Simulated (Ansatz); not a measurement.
Ansatz results at the PBE0-D4/def2-TZVP geometry: HOMO energy (PBE0/def2-TZVPP) -8.43 eV; HOMO–LUMO gap (PBE/def2-TZVPP) 6.67 eV; HOMO energy (PBE/def2-TZVPP) -6.87 eV.

Each molecule was computed in one conformer, which needn't be the lowest.

(1) Which molecule gave them?
A. `N[Si]1(F)OCO1`
B. `[AlH2][CH2]CBr`
C. `NC1=[CH][GaH][O][SiH2]1`
D. `BB(Cl)N[SiH3]`

## Answers

(1) A. The others give `[AlH2][CH2]CBr`: -7.57, 3.85, -6.33; `NC1=[CH][GaH][O][SiH2]1`: -6.36, 3.59, -5.31; `BB(Cl)N[SiH3]`: -8.21, 3.97, -6.89.
